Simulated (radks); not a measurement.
Q: Au I, configuration [Xe] 4f14 5d10 6s1. All-electron calculation, scalar-relativistic Kohn-Sham, LDA (Slater exchange, VWN5 correlation), spin-unpolarised, spherical densities, finite nucleus; Fermi nuclear charge, rms radius 5.4371 fm. Program: a radial shooting solver on a logarithmic mesh with Libxc functionals. Some entries of the table are withheld. Estimate them.

orbital  occ.  eigenvalue (eV)  <1/r> (bohr^-1)
1s          2        -80676.63            95.62
2s          2        -14237.04            22.43
2p          6        -12317.65            19.97
3s          2        -3360.033            8.313
3p          6              (1)            7.589
3d         10        -2205.638              (2)
4s          2        -728.5772            3.566
4p          6        -545.7766            3.220
4d         10              (3)            2.886
5s          2        -108.7018            1.464
4f         14         -81.5948              (4)
5p          6         -60.0687              (5)
5d         10          -7.1208              (6)
6s          1          -6.0768           0.4480

A: 
(1) 3p eigenvalue (eV): -2803.021
(2) 3d <1/r> (bohr^-1): 7.144
(3) 4d eigenvalue (eV): -325.8847
(4) 4f <1/r> (bohr^-1): 2.463
(5) 5p <1/r> (bohr^-1): 1.240
(6) 5d <1/r> (bohr^-1): 0.8258
